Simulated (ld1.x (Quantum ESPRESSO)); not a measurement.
# mercury (Hg), ultrasoft: configuration errors across variants

| Quantity | Value |
| --- | --- |
| Element | Hg (Z = 80) |
| Generator | ld1.x (Quantum ESPRESSO) 7.5 |
| Type | ultrasoft |
| Functional | Wu–Cohen |
| Relativity | scalar-relativistic |
| Frozen core | [Kr] 4d10 4f14 5s2 |
| Valence charge | 18 |
| Reference configuration | 5p6 5d10 6s0 6p0 (charge +2) |
| Partial waves | 6s (bound, empty): rcut 1.70, rcutus 2.35 bohr; 6s channel at -1.1 Ry: rcut 1.70, rcutus 2.35 bohr; 5p (bound): rcut 1.35, rcutus 1.50 bohr; 6p (bound, empty): rcut 1.35, rcutus 1.50 bohr; 5d (bound): rcut 1.20, rcutus 1.40 bohr; 5d channel at 1.95 Ry: rcut 1.20, rcutus 1.40 bohr |
| Local potential | all-electron potential smoothed inside 1.95 bohr (lloc = -1) |
| Core correction | none |
| Augmentation charge | built from norm-conserving waves at rcut, not smoothed further |

All-electron excitation energies from the reference (eV): (1) 5p6 5d10 6s2 6p0 -29.769; (2) 5p6 5d10 6s1 6p0 -19.018; (3) 5p6 5d9 6s0 6p0 35.563; (4) 5p6 5d10 6s1.5 6p0 -25.382; (5) 5p6 5d9 6s2 6p1 -19.344; (6) 5p6 5d9 6s2 6p0 -14.234.

Errors AE − PS in meV (a dash: test not solved or not reliable):

| change | (1) | (2) | (3) | (4) | (5) | (6) | bound ghosts |
| --- | --- | --- | --- | --- | --- | --- | --- |
| base | -5.4 | +1.7 | -15 | -1.1 | -866 | -40 | not determined |
| wave 6s channel at -1.1 Ry: rcut 1.70, rcutus 2.35 bohr becomes 6s channel at -1.57 Ry: rcut 1.70, rcutus 2.35 bohr | -5.4 | +1.7 | -15 | -1.2 | -865 | -38 | not determined |
| wave 6s channel at -1.1 Ry: rcut 1.70, rcutus 2.35 bohr becomes 6s channel at -1.23 Ry: rcut 1.70, rcutus 2.35 bohr | -5.4 | +1.7 | -15 | -1.2 | -866 | -40 | not determined |
| wave 6s channel at -1.1 Ry: rcut 1.70, rcutus 2.35 bohr becomes 6s channel at -0.71 Ry: rcut 1.70, rcutus 2.35 bohr | -5.2 | +1.7 | -15 | -1.0 | -867 | -41 | not determined |
| wave 6s channel at -1.1 Ry: rcut 1.70, rcutus 2.35 bohr becomes 6s channel at 0.04 Ry: rcut 1.70, rcutus 2.35 bohr | -4.9 | +1.8 | -15 | -0.9 | -868 | -42 | not determined |
| wave 6s channel at -1.1 Ry: rcut 1.70, rcutus 2.35 bohr becomes 6s channel at 1.19 Ry: rcut 1.70, rcutus 2.35 bohr | -4.5 | +1.8 | -15 | -0.7 | -868 | -42 | not determined |
| wave 6s channel at -1.1 Ry: rcut 1.70, rcutus 2.35 bohr becomes 6s channel at 4.64 Ry: rcut 1.70, rcutus 2.35 bohr | – | – | – | – | – | – | not determined |

Q: Give the same row for: wave 6s channel at -1.1 Ry: rcut 1.70, rcutus 2.35 bohr becomes 6s channel at -1.48 Ry: rcut 1.70, rcutus 2.35 bohr.

A: -5.5, +1.7, -15, -1.2, -865, -39; bound ghosts: not determined.
